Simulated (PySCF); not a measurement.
**Excitation energy of Pr²⁺ by level of theory**

Pr²⁺ [Xe] 4f3 (high-spin determinant) → Pr²⁺ [Xe] 4f2 5d1 (high-spin determinant), as a difference of total energies. Computed with PySCF 2.14 in cc-pVDZ-X2C (8s7p5d3f1g, 84 functions), with the spin-free X2C one-electron Hamiltonian (Gaussian nucleus). Correlated levels: valence: [Kr] 4d10 frozen; valence and next inner shell: [Ar] 3d10 frozen. The calculations carry no spin-orbit coupling.

```
                                method  excitation energy (eV)
                                   UHF                   0.596
                                   LDA                   2.808
                                   PBE                   2.646
                                  PBE0                   2.215
                                r2SCAN                   2.762
                         MP2 (valence)                   1.211
                     SCS-MP2 (valence)                   1.008
    MP2 (valence and next inner shell)                   1.020
SCS-MP2 (valence and next inner shell)                   0.833
```

Task: How much does correlation contribute at MP2 (valence and next inner shell)?

Result: 1.020 − (0.596) = 0.424 eV, measured against UHF.

A first-order spin-orbit estimate (lowest level to lowest level, LS coupling) adds -0.088 eV.

The determinant of the upper state and of the lower state mixes LS terms, which raises its energy above the lowest term, most at the Hartree-Fock and MP2 levels.
